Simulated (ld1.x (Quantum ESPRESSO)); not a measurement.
**Before and after: TM potential for tellurium (Te)**

Te, norm-conserving Troullier–Martins (Kleinman–Bylander form), made with ld1.x (Quantum ESPRESSO) 7.5 (PW91, scalar-relativistic). Core [Ar] 3d10 4s2, reference 4p6 4d10 5s2 5p3 (charge +1). Waves: 5s (bound): rc 1.70 bohr; 4d (bound): rc 0.85 bohr; 4p (bound): rc 0.90 bohr. Local part: the p channel. Core correction: none.

Occupied shells without a wave of their own: 5p. They enter only through the test configuration that unscreens the potential.

Change: wave 4p (bound): rc 0.90 bohr becomes 4p (bound): rc 1.02 bohr.

Cutoffs: the cutoffs (Ry, on a coarse ladder) from which the occupation-weighted sum of valence levels, in a spherical-Bessel basis at the reference potential, stays within 10 and 1 mRy of its value at 400 Ry; they do not see the model core or the augmentation charge, which bear on the density cutoff. Errors are all-electron minus pseudo energies relative to the spin-unpolarised reference configuration.

Q: What does the change do?

A: Both files keep a bound ghost (s); of the 7 tests that both files solve, the error grows in 7 and shrinks in 0 by more than 15 % and 0.3 meV (median size 112.0 → 207.8 meV); the range in which the p phases agree narrows (upper end at the end of the scan → -1.0); the range in which the d phases agree narrows (upper end at the end of the scan → 2.3). More of the atom is replaced by a form fitted at one configuration, so other configurations suffer.

| quantity | base | changed |
| --- | --- | --- |
| cutoff, loose | 230 Ry | 200 Ry |
| cutoff, tight | over 300 Ry | 300 Ry |
| loose cutoff by channel (10 mRy a level) | s 21 Ry, d 110 Ry, p 120 Ry | s 21 Ry, d 110 Ry, p 100 Ry |
| bound ghosts | s | s |
| largest miss of a reference level, eV | 0.12 | 0.22 |
| error for 4p6 4d10 5s2 5p4, meV [ΔE -9.78 eV] | +93 | +173 |
| error for 4p6 4d10 5s2 5p2, meV [ΔE 18.00 eV] | -147 | -268 |
| error for 4p6 4d10 5s2 5p1, meV [ΔE 44.99 eV] | -358 | -643 |
| error for 4p6 4d10 5s2 5p4.3, meV [ΔE -11.27 eV] | +112 | +208 |
| error for 4p6 4d10 5s1 5p4, meV [ΔE 9.87 eV] | +113 | +216 |
| error for 4p5 4d10 5s2 5p4, meV [ΔE 113.16 eV] | +11 | +181 |
| error for 4p6 4d10 5s2 5p3.5, meV [ΔE -5.86 eV] | +53 | +98 |
| s: phases at 1.85 bohr within 0.05 rad from the reference energy up to (Ry; the scan ends near 5) | to the end of the scan | to the end of the scan |
| p: phases at 1.85 bohr within 0.05 rad from the reference energy up to (Ry; the scan ends near 5) | to the end of the scan | -1.0 |
| d: phases at 1.85 bohr within 0.05 rad from the reference energy up to (Ry; the scan ends near 5) | to the end of the scan | 2.3 |

Base: The 5p level has no wave, so the channel is fitted at the deeper level alone: the likely source of the large errors. Changed file: The 5p level has no wave, so the channel is fitted at the deeper level alone: the likely source of the large errors. A true bound ghost makes a file unfit for plane-wave use even where its test errors are small: the radial tests pick states by their node count and pass the ghost by.
